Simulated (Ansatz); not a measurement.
VO2F2, that is [VO2F2]- with one electron fewer. The state is a doublet with charge 0. Geometry PBE-D4/def2-SVPD, that of the charge -1 singlet; atoms count from 1.

```xyz
5

V     0.034    0.028    0.024
O    -0.151    1.583    0.455
O     1.502   -0.482    0.497
F    -0.130   -0.141   -1.776
F    -1.255   -0.989    0.801
```

(1) Estimate the Mulliken populations from the PBE0/def2-TZVPD orbitals of Ansatz.

(2) Where does the spin sit?

(3) And the Mayer bond orders between heavy atoms (over 0.3)?

## Answers

(1) 
| atom | charge (e) | spin (α − β) | d electrons |
| --- | --- | --- | --- |
| V1 | 2.11 | -0.44 | 2.98 |
| O2 | -0.46 | 0.72 | – |
| O3 | -0.46 | 0.72 | – |
| F4 | -0.60 | 0.00 | – |
| F5 | -0.60 | 0.00 | – |
Mulliken values depend strongly on the basis. With diffuse functions, as here, like atoms can get unlike values, and bond orders can come out too low or too high.

(2) Summed by element: V -0.44, O 1.43, F 0.01, of 1 unpaired in all. Largest on single atoms: O2 0.72, O3 0.72, V1 -0.44.

(3) V1–O2 1.43 (1.62 Å); V1–O3 1.43 (1.62 Å); V1–F4 0.52 (1.82 Å); V1–F5 0.52 (1.82 Å).
